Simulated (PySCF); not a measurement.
Species: BrGeH7Si2.
SMILES with atom numbers: `[GeH3:1][SiH2:2][SiH2:3][Br:4]`

A calculation gives these core lines: Si 1s: 1846.17 (area 1), 1847.15 (area 1) eV; Si 2p3/2: 106.47 (area 1), 107.35 (area 1) eV.

Computed with delta-SCF UKS SCAN, pcX-2 on the ionised atom, pcseg-1 elsewhere, spin-free X2C (PySCF 2.14.0). Isolated species at its PBE0-D3(BJ)/def2-SVP geometry (one conformer only).

Which silicon gives which Si 1s line?

1846.17 eV: Si2 (SiH2 silicon); 1847.15 eV: Si3 (SiH2 silicon). Lowest listed Si 1s: Si2, bonded to 2 H, Ge and Si. Highest, 0.98 eV above it: Si3, bonded to Br, 2 H and Si.

Assign the Si 2p3/2 lines to atoms.

106.47 eV: Si2 (SiH2 silicon); 107.35 eV: Si3 (SiH2 silicon). Lowest listed Si 2p3/2: Si2, bonded to 2 H, Ge and Si. Highest, 0.88 eV above it: Si3, bonded to Br, 2 H and Si. Summing the Pauling electronegativity differences to the bonded atoms, each weighted by its formal bond order, gives +0.71 for the lowest site and +1.66 for the highest.

Bonded neighbours of each site: Si2: 2 H, Ge and Si; Si3: Br, 2 H and Si.

Which photon wavelength matches the Si 2p3/2 of Si2 threshold?

λ = hc/E = 12398.42 eV Å / 106.47 eV = 116.450 Å.

2p3/2 and 2p1/2 are the ΔSCF energy of one spin-free 2p hole plus the eigenvalues of a spin–orbit and ligand-field matrix of the shell. 2p1/2 minus 2p3/2 (ligand field included): Si 0.62 eV. No level of bromine or germanium is listed.

Time: 37 s of wall time; peak memory 0.78 GiB. Hardware: an Arm Neoverse N1 with one thread, no GPU, shared host.

Conformer computed: `[GeH3:1][SiH2:2][SiH2:3][Br:4]`: Ge1–Si2–Si3–Br4 179°.
